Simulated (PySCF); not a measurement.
## As: electron affinity

As⁻ [Ar] 3d10 4s2 4p4 (3P) → As [Ar] 3d10 4s2 4p3 (4S), as a difference of total energies. Calculation: PySCF 2.14, in aug-cc-pVDZ-PP with ECP10MDF (5s4p3d, 32 functions); scalar relativity through the core potential. Correlated levels: valence: 3s2 3p6 3d10 frozen. The calculations carry no spin-orbit coupling.

```json
{"method": "UHF", "electron affinity (eV)": "-0.339"}
{"method": "MP2 (valence)", "electron affinity (eV)": "0.257"}
{"method": "SCS-MP2 (valence)", "electron affinity (eV)": "0.281"}
{"method": "CCSD (valence)", "electron affinity (eV)": "0.312"}
{"method": "CCSD(T) (valence)", "electron affinity (eV)": "0.357"}
{"method": "CCSDT (valence)", "electron affinity (eV)": "0.368"}
```

The reference lies between the lowest fine-structure levels, while these numbers refer to the centres of the terms.

Errors of the correlated levels include the incompleteness of this basis and the frozen core.

A negative affinity means that the anion lies above the atom at that level of theory.

For comparison: 0.804 eV (measured; photodetachment measurements, as compiled on the Wikipedia data page of electron affinities).
